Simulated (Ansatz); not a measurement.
H3BrOSi (SMILES O[SiH2]Br), singlet, geometry from GFN2-xTB; PBE0/aug-cc-pVTZ (Ansatz, a first-principles code).

Here is a job for Ansatz.
Ansatz 0.2 input:
```yaml
crystal:
  periodic: [false, false, false]
  atoms:
    - {symbol: Si, position_ang: [0.33606259, -1.15555443, -0.24439293]}
    - {symbol: O, position_ang: [1.90496724, -0.89814255, -0.50834367]}
    - {symbol: Br, position_ang: [-0.63862224, 0.78133178, 0.22957979]}
    - {symbol: H, position_ang: [-0.16559770, -1.60948889, -1.52033702]}
    - {symbol: H, position_ang: [0.09007670, -1.98656606, 0.92085354]}
    - {symbol: H, position_ang: [2.48268523, -0.38765470, 0.05244099]}
basis:
  gaussian:
    orbitals: aug-cc-pVTZ
hamiltonian:
  xc: pbe0
```

The log (banner, timings and long lists left out):

```
Functional definition: PBE0
1247 factors; their error is unknown
mean field evaluation 1: about -80006.2583 eV, gradient 5.4e1 eV
mean field evaluation 2: about -79996.2349 eV, gradient 9.0e1 eV
mean field evaluation 4: about -80010.8256 eV, gradient 2.1e0 eV
mean field evaluation 8: about -80010.8343 eV, gradient 3.5e-2 eV
mean field evaluation 16: about -80011.0818 eV, gradient 1.1e-5 eV
mean field -80011.08177662 eV, -2940.3530218318 hartree, gradient 1.1e-5 eV, S^2 0.000000; 0 other end points of the search recorded, 0 dependent functions left out
reference -80011.08181372 eV, -2940.3530231950 hartree; 30, 30 occupied and 194, 194 virtual orbitals, 1247 factors
Total energy: -80011.08181372 eV, -2940.3530231950 hartree
```
